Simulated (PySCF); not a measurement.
C3H8BFO, SMILES CCB(F)CO. Atoms are numbered in the order given.

```xyz
14

C      2.4142    -0.3247     0.1217
C      0.9468    -0.7257    -0.0089
B     -0.1067     0.4256     0.1168
F      0.2887     1.6545     0.4766
C     -1.6455     0.2276    -0.1524
O     -2.0374    -1.0652    -0.5922
H      2.7007     0.3928    -0.6634
H      2.6105     0.1652     1.0883
H      3.0901    -1.1904     0.0418
H      0.7397    -1.2530    -0.9607
H      0.6786    -1.4823     0.7599
H     -2.2313     0.5726     0.7315
H     -1.9350     0.9382    -0.9509
H     -1.7114    -1.7024     0.0553
```
Charge 0, spin multiplicity 1.

Coordinates come from a r2SCAN-D4/def2-SVP optimisation. This is a generated structure with no PubChem entry under its InChIKey; it may be hypothetical. The values are those of a single conformer.

Two levels are set side by side: PBE/pcSseg-1 (PySCF) and PBE0/pcSseg-1 (PySCF). GIAO shifts against BF3 (¹¹B), CFCl3 (¹⁹F), H2O (¹⁷O), TMS (¹H), TMS (¹³C) at the same level; non-relativistic, no solvent, atoms listed together averaged. Differences are taken from unrounded values.

```
quantity              PBE
------------------  -----
δ(¹³C) of C1 (ppm)    9.2
δ(¹³C) of C2 (ppm)   18.2
δ(¹¹B) of B3 (ppm)   52.9
δ(¹⁹F) of F4 (ppm)  -44.8
δ(¹³C) of C5 (ppm)   65.6
δ(¹⁷O) of O6 (ppm)   13.9
δ(¹H) of H14 (ppm)  -0.56
```

Problem. These are the PBE values. What does PBE0 give? (Estimate from the structure and the level; the computed values follow.)

Solution. 
```json
[
 {"quantity": "δ(¹³C) of C1 (ppm)", "PBE0": "9.0", "PBE minus PBE0": "0.1"},
 {"quantity": "δ(¹³C) of C2 (ppm)", "PBE0": "16.7", "PBE minus PBE0": "1.5"},
 {"quantity": "δ(¹¹B) of B3 (ppm)", "PBE0": "51.5", "PBE minus PBE0": "1.3"},
 {"quantity": "δ(¹⁹F) of F4 (ppm)", "PBE0": "-38.1", "PBE minus PBE0": "-6.7"},
 {"quantity": "δ(¹³C) of C5 (ppm)", "PBE0": "62.4", "PBE minus PBE0": "3.2"},
 {"quantity": "δ(¹⁷O) of O6 (ppm)", "PBE0": "3.6", "PBE minus PBE0": "10.2"},
 {"quantity": "δ(¹H) of H14 (ppm)", "PBE0": "-0.31", "PBE minus PBE0": "-0.25"}
]
```

Rough cost on one machine, each run with all the roots and properties that it gave: PBE0 against PBE within a factor of 2.
